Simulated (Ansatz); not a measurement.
`C[SiH](S)[SiH2][AlH2]`. Charge 0, multiplicity 1.

Z-matrix (Å, degrees):
```
C
Si 1 1.868
H 1 1.094 2 109.1
H 1 1.092 2 111.3 3 -119.7
H 1 1.092 2 111.0 3 118.7
S 2 2.239 1 108.6 3 175.2
Si 2 2.331 1 126.2 3 -73.3
H 2 1.489 1 110.4 3 68.2
Al 6 2.521 2 84.8 1 156.6
H 6 1.346 2 95.0 1 63.6
H 7 1.496 2 104.9 1 -28.9
H 7 1.490 2 112.4 1 88.4
H 9 1.591 6 103.2 2 -144.1
H 9 1.592 6 100.0 2 89.6
```

List the harmonic frequencies (cm⁻¹, unscaled) at PBE0-D4/def2-TZVP in Ansatz. (An estimate is asked.)

Ansatz gave: 53, 139, 157, 160, 173, 248, 293, 351, 371, 403, 426, 453, 541, 568, 582, 597, 624, 688, 732, 736, 784, 818, 888, 917, 1271, 1441, 1445, 1892, 1901, 2173, 2204, 2214, 2692, 3050, 3135, 3147.

Is this a minimum?

Yes, all 36 modes are real.

Give the ideal-gas thermochemistry at 298.15 K and 1 bar (rigid rotor, harmonic oscillator; point group C1, symmetry number 1).

Zero-point energy 228.9 kJ/mol; H(298) − E = 257.9 kJ/mol; entropy 404.2 J/(mol·K), of which translation 170.2, rotation 120.6, vibration 113.5; G(298) − E = 137.4 kJ/mol. Modes under 100 cm⁻¹ are hindered rotations or soft bends, so the harmonic entropy is rough.

And at 400, 500, 600, 800 and 1000 K?


| T (K) | H − E (kJ/mol) | S (J/mol/K) | G − E (kJ/mol) |
| --- | --- | --- | --- |
| 400 | 275.9 | 456.0 | 93.5 |
| 500 | 296.0 | 500.7 | 45.7 |
| 600 | 317.9 | 540.7 | -6.4 |
| 800 | 366.0 | 609.6 | -121.7 |
| 1000 | 418.4 | 668.0 | -249.6 |
